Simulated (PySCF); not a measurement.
Vibration and rotation of Cd₂

RHF-MP2 constants of Cd₂, ¹Σg⁺ (singlet), closed shell (Cd def2-TZVPP with ECP28; scalar-relativistic core potentials (PySCF 2.14); masses 113.9034 and 113.9034 u):

| Item | Value |
| --- | --- |
| ωe | 23.5 cm⁻¹ |
| ωexe | 0.601 cm⁻¹ |
| Be | 0.021728 cm⁻¹ |
| αe | 0.000533 cm⁻¹ |
| De to Cd + Cd | 0.051 eV |

Question: What force constant and bond length do these constants imply?

Answer: Reduced mass μred = 56.952 u; k = 5.8918×10⁻⁷·μred·ωe² (u, cm⁻¹, mdyn/Å) = 0.0185 mdyn/Å; Re = √(16.8576/(μred·Be)) (u, cm⁻¹, Å) = 3.691 Å.

Question: Estimate the centrifugal constant D from the Kratzer relation and find the Dunham coefficient a1.

Answer: D = 4Be³/ωe² = 7.43e-08 cm⁻¹; a1 = −1 − αeωe/(6Be²) = -5.42.

Correlated steps freeze no core orbitals. The bond is weak. Basis-set superposition, not corrected here, can be much of De in a small basis, most of all at correlated wavefunction levels.
